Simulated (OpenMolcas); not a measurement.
A calculation on Ag VI.

```yaml
Program: OpenMolcas
Method: "MS-CASPT2, IPEA 0.25 Eh, imaginary shift 0.1 Eh (closed shells correlated: 4s 4p)"
Basis: ANO-RCC-VTZP [7s6p4d2f1g]
Scalar_Hamiltonian: DKH2, point nucleus
Active_space: 6 electrons in 10 orbitals (4d 5d)
State_averaging: 2S+1 = 5 even, 5 roots; 2S+1 = 3 even, 45 roots; 2S+1 = 1 even, 49 roots
Spin-orbit_coupling: RASSI with atomic mean-field integrals over the reference wave functions, term energies averaged over their components
```

Task: Which level of the active space comes out lowest?

Result: 4d6 5D4, with 97 % of that term; it is also the measured ground level.

Task: How high does 4d6 3P2(1) lie?

Result: 21840 cm-1 above the lowest level; measured 21042 cm-1 above the ground level, so the calculation is off by +4 %.

Task: How high does 4d6 5D0 lie?

Result: 5090 cm-1 above the lowest level; measured 5380 cm-1 above the ground level, so the calculation is off by -5 %.

Task: How high does 4d6 5D2 lie?

Result: 3760 cm-1 above the lowest level; measured 3953 cm-1 above the ground level, so the calculation is off by -5 %.

Task: The level at 21780 cm-1 has J = 4. What is it made of, and what is its g factor?

Result: 36 % 4d6 3H4, 30 % 4d6 3F(1), 22 % 4d6 3G; g = 1.020, against 0.800 from Landé's formula for the pure leading term.

Measured values: the list in Gamrath, thesis, University of Mons (2023).

CASPT2 does not keep the components of a term degenerate, so their means are used; among the terms shown or strongly mixed into the levels shown the widest spread is 240 cm-1 (4d6 3G). Active for correlation alone: 5d; no level in the range computed is led by a configuration that fills it, so any true level of that kind is missing. Computed and measured levels are paired by configuration, term and J; levels that our copy of the source lacks, or whose pairing is in doubt (as where it misses far off the trend of its configuration), stay unpaired and out of the deviations. Levels of configurations outside the active space are missing.

A number in round brackets counts repeated terms of one configuration in the order of the reference energies.
